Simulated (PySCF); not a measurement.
Precursor series Ta Cl-NH2. Gas-phase values, no solvent. One relaxed conformer stands for each flexible species; it need not be the lowest. In the def2 sets, heavy atoms carry core potentials. All members: neutral, multiplicity 1. Level: TPSSh-D3(BJ)/def2-TZVP // r2SCAN-D4/def2-SVP (PySCF), beside PBE-D3(BJ)/def2-TZVP // r2SCAN-D4/def2-SVP (PySCF) at the same geometries.  Orbital energies are measured against the vacuum level.

| species | LUMO, PBE (eV) | LUMO, TPSSh-D3(BJ) (eV) |
|---|---|---|
| [Ta(Cl)5] | -4.45 | -4.20 |
| [Ta(Cl)3(NH2)2] | -3.58 | withheld |
| [Ta(Cl)2(NH2)3] | -3.17 | -2.81 |
| [Ta(Cl)(NH2)4] | -1.96 | -1.56 |
| [Ta(NH2)5] | -1.20 | -0.78 |

Problem. Fit y = a + b·x, y being the LUMO at the first level, to the 4 complete rows by least squares, with x = the PBE value in eV. Give a, b and the rms residual, and predict the withheld value.

Solution. Means of the 4 rows: x̄ = -2.695, ȳ = -2.3375 eV. Σ(x − x̄)² = 6.0809 and Σ(x − x̄)(y − ȳ) = 6.3931, so b = 1.051 and a = ȳ − b·x̄ = 0.495 eV. The rms residual is 0.018 eV. At x = -3.58 the line gives -3.27 eV. The run for [Ta(Cl)3(NH2)2] gave -3.26 eV, so the line is off by 0.01 eV, within twice the rms residual.

Codes: PySCF.
